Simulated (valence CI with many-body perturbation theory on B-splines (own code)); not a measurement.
Values are calculated unless marked as measured or tabulated.
## Cu XXV: configurations and terms from energies and g

Method: configuration interaction combined with many-body perturbation theory (CI+MBPT): three valence electrons over a frozen Dirac-Fock core [He], radial functions for each j: 11 s, 11 p, 9 d, 7 f, 5 g, 2 h, 1 i, with the one-electron correlation potential Σ1, the two-electron term Σ2, the three-electron term Σ3, Breit, model QED; selected CI, second order for the rest (own B-spline code, finite nucleus).

No measured levels were compared; by estimate levels of excited configurations hold to 0.05 to 0.15 % of their energy, terms of the ground configuration to about 0.5 %.

| No. | J | Parity | E (cm⁻¹) | g |
| --- | --- | --- | --- | --- |
| 1 | 1/2 | odd | 0 | 0.659 |
| 2 | 3/2 | odd | 191280 | 1.329 |
| 3 | 1/2 | even | 485070 | 2.604 |
| 4 | 3/2 | even | 584150 | 1.720 |
| 5 | 5/2 | even | 662030 | 1.551 |
| 6 | 3/2 | even | 902220 | 0.842 |
| 7 | 5/2 | even | 955070 | 1.240 |
| 10 | 3/2 | even | 1228000 | 1.291 |
| 11 | 3/2 | odd | 1513400 | 1.830 |
| 12 | 3/2 | odd | 1683700 | 1.030 |
| 13 | 5/2 | odd | 1735500 | 1.195 |
| 14 | 1/2 | odd | 1896500 | 0.659 |
| 15 | 3/2 | odd | 2009900 | 1.261 |
| 16 | 1/2 | even | 10413000 | 2.000 |

Energies count from the lowest level. Strongly mixed levels and levels close to another of their J and parity are left out, so the numbers can have gaps.

Give configuration and LS term of each level.

1: 2s²2p ²P°; 2: 2s²2p ²P°; 3: 2s2p² ⁴P; 4: 2s2p² ⁴P; 5: 2s2p² ⁴P; 6: 2s2p² ²D; 7: 2s2p² ²D; 10: 2s2p² ²P; 11: 2p³ ⁴S°; 12: 2p³ ²D°; 13: 2p³ ²D°; 14: 2p³ ²P°; 15: 2p³ ²P°; 16: 2s²3s ²S.
